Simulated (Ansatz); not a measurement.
**Question.** Name a neutral molecule of Ge, N, S, Te and H with size of the dipole moment (PBE/def2-TZVPP) between 1.55 and 1.85 D and HOMO energy (PBE0/def2-TZVPP) between -6.65 and -6.35 eV (Ansatz, PBE0-D4/def2-TZVP geometry).

**Answer.** `[NH2][GeH]([SH])[TeH]` (1.65 D, -6.53 eV). Other molecules can fit too; these were computed, each in one conformer that needn't be the lowest.
